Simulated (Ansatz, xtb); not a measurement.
## C5H4N2OSe: which of two isomers lies lower

Structure X: `[H]/N=C\c1ncc(C=O)[se]1`, a singlet. Structure Y: `COc1nc(C#N)c[se]1`, a singlet. Both are isolated molecules in the gas phase, relaxed with r2SCAN-D4/def2-SVP, each in the lowest conformer that the search found.

Task: Which of the two would you expect CCSD(T)/def2-SVP + ΔMP2/def2-TZVPP electronic energies to favour?

Result: Too close to call at this level: CCSD(T)/def2-SVP + ΔMP2/def2-TZVPP gives E(Y) − E(X) = −0.015 eV.

How the difference moves with the method:

```json
{"level": "GFN2-xTB", "geometry": "GFN2-xTB", "E(Y) − E(X) (eV)": "−0.512", "departure from the last row (eV)": "−0.498", "job, with rough time for the two": "optimisation, 0.16 s"}
{"level": "HF/STO-3G", "geometry": "GFN2-xTB", "E(Y) − E(X) (eV)": "−1.612", "departure from the last row (eV)": "−1.597", "job, with rough time for the two": "single point, 0.62 s"}
{"level": "r2SCAN-D4/def2-SVP//GFN2-xTB", "geometry": "GFN2-xTB", "E(Y) − E(X) (eV)": "+0.143", "departure from the last row (eV)": "+0.158", "job, with rough time for the two": "single point, 4.2 s"}
{"level": "r2SCAN-D4/def2-SVP", "geometry": "r2SCAN-D4/def2-SVP", "E(Y) − E(X) (eV)": "+0.172", "departure from the last row (eV)": "+0.186", "job, with rough time for the two": "optimisation, 32 s"}
{"level": "HF/def2-SVP", "geometry": "r2SCAN-D4/def2-SVP", "E(Y) − E(X) (eV)": "−0.185", "departure from the last row (eV)": "−0.171", "job, with rough time for the two": "part of the CCSD(T) run"}
{"level": "MP2/def2-SVP", "geometry": "r2SCAN-D4/def2-SVP", "E(Y) − E(X) (eV)": "−0.102", "departure from the last row (eV)": "−0.088", "job, with rough time for the two": "part of the CCSD(T) run"}
{"level": "CCSD(T)/def2-SVP", "geometry": "r2SCAN-D4/def2-SVP", "E(Y) − E(X) (eV)": "−0.018", "departure from the last row (eV)": "−0.004", "job, with rough time for the two": "single point"}
{"level": "CCSD(T)/def2-SVP + ΔMP2/def2-TZVPP", "geometry": "r2SCAN-D4/def2-SVP", "E(Y) − E(X) (eV)": "−0.015", "departure from the last row (eV)": "", "job, with rough time for the two": "single point, 2.6 min"}
```

As drawn, Y has 2 C–O, 1 C≡N, 1 C–H in place of 1 N–H, 1 C=N, 1 C–C, 1 C=O.

The largest departure from CCSD(T)/def2-SVP + ΔMP2/def2-TZVPP is that of HF/STO-3G, 1.597 eV. The last row adds to CCSD(T) the change of the MP2 difference between the two basis sets, here +0.004 eV.

With thermal terms from frequencies at re-optimised GFN2-xTB minima (ideal gas, soft modes damped towards free rotors, one conformer each, 298.15 K, 1 atm): the zero-point term adds +0.014 eV; ΔH is +0.006 and ΔG −0.010 eV.

The correlated steps freeze 17 core orbitals; the filled d shell of Se is correlated, in a basis made for valence electrons. Programs: Ansatz 0.2.0, xtb 6.7.1; the last row on 4 threads of Arm Neoverse V2 on a shared host.
